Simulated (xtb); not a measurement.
SiClI, SMILES Cl[Si]I (connectivity only; charge and spin as stated), neutral, multiplicity 1. All values are semi-empirical tight-binding results from xtb (GFN2-xTB unless named), good for trends rather than for accurate numbers. Coordinates come from a GFN2-xTB optimisation.

Question: Estimate the properties. (Estimate from the structure and the level; the computed values follow.)

Answer: 
```
Quantity                                         Value
--------------------------------------  --------------
point group as xtb finds it                         Cs
orbital gap                                    2.59 eV
zero-point energy                         1.4 kcal/mol
G − E(el) at 298.15 K (modified RRHO)   -17.4 kcal/mol
static polarisability (D4 model)            78.5 bohr³
solvation energy, GFN2-xTB/ALPB(water)   -0.8 kcal/mol
solvation energy, GFN2-xTB/ALPB(chcl3)   -6.0 kcal/mol
```
